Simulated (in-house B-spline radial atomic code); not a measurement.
# RPA and G0W0 on PBE: Rb⁹⁺

Configuration [Ar] 3d10, mean-field start PBE. Computed with a B-spline radial code for spherical atoms: all electrons, non-relativistic, point nucleus, each spin shell either full or empty, empty states to l = 9 with an (l + 1/2)⁻⁴ tail; G0W0 by contour deformation at full frequency.

Without relativity these are model numbers: it shifts the levels of so heavy an element strongly and can reorder them.

Command:
```bash
python run_gw.py task.json out
```
Settings (radii: box in bohr, nucleus in fm):
```
Z                        37
electrons                28
configuration            [Ar] 3d10
hamiltonian              nr
method                   pbe,pbe
lmax                     9
spin_polarised           False
box_radius               7.11
intervals                49
```

Time taken, with all properties: 1.7 s on 1 thread of Arm Neoverse N1, with other jobs on the host.

Energies (hartree):

```json
{"term": "mean-field total", "value": "-2915.70427"}
{"term": "Hartree-Fock functional on these orbitals", "value": "-2914.73938"}
{"term": "direct second order", "value": "-2.3561"}
{"term": "second-order exchange", "value": "0.68248"}
{"term": "SOSEX correction", "value": "0.64271"}
```

(1) What is the RPA correlation energy, and what remains with SOSEX?

Quasi-particle levels (eV):

```tsv
level	occupied	mean field	Σx - vxc	Σc	QP weight	G0W0
3d	yes	-259.07	-22.78	?	?	?
3p	yes	-375.63	-34.78	7.19	0.932	-403.23
4s	no	-157.90	10.99	-1.47	0.995	-148.38
```

G0W0 = mean field + (Σx - vxc) + Σc, with Σc (partial-wave tail included) taken at the quasi-particle energy. Only the outer levels were computed. Levels of low weight are left out.

(2) Where does G0W0 put 3d?

Answers

(1) RPA gives -2.1191 hartree (-2.06 eV per electron); RPA + SOSEX gives -1.4764, and the second-order doubles -1.6736 hartree (no singles). SOSEX takes back 30 % of the RPA value.

(2) At -279.43 eV, with Σc = 2.42 eV and a quasi-particle weight of 0.974. The tabulated removal energy is 277.12 ± 0.12 eV (NIST, measured); the calculation leaves out relativity, Breit and QED terms, and what these don't explain is the method's own error.
